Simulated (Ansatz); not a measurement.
Si5Mo2⁺, relaxed as a doublet with UKS r2SCAN-D4/def2-SVP in Ansatz, starting from the GFN1-xTB geometry. Force threshold 0.02 eV/Å.

In the def2 sets Mo takes a core potential; there is no spin–orbit coupling. The structure comes from a short search, and lower isomers may exist.

Start:

```xyz
7

Mo   -0.406    1.337    0.869
Mo    1.548    0.225    1.866
Si   -0.066    1.433   -1.663
Si    0.014   -1.545    0.848
Si   -2.136   -0.450    0.271
Si   -0.585   -0.922   -1.522
Si    1.632   -0.078   -0.669
```

Task: Estimate the energy that the relaxation releases and the steps that it takes.

Result: 125.4 kJ/mol, in 8 steps; 3 min on 4 threads of Arm Neoverse N1 on a shared host. No frequencies were taken in this run, so the end may be a saddle point.

Task: Does the start keep its bonding and symmetry?

Result: By distances, no bond broke or formed. The bond that changes most is Mo1–Si6, from 3.29 to 2.95 Å (atoms count from 1). Point group Cs at the start, Cs at the end, both within 0.05 Å.

Task: Predict the relaxed structure.

Result: 
```xyz
7

Mo   -0.360    1.135    0.719
Mo    1.429    0.221    1.739
Si    0.134    1.465   -1.681
Si   -0.019   -1.448    0.894
Si   -2.114   -0.582    0.426
Si   -0.657   -0.806   -1.485
Si    1.588    0.015   -0.612
```
Bond lengths (bridged metal pairs left out): 7 × Mo–Si 2.37 to 2.95 Å; 7 × Si–Si 2.31 to 2.64 Å; 1 × Mo–Mo 2.25 Å.
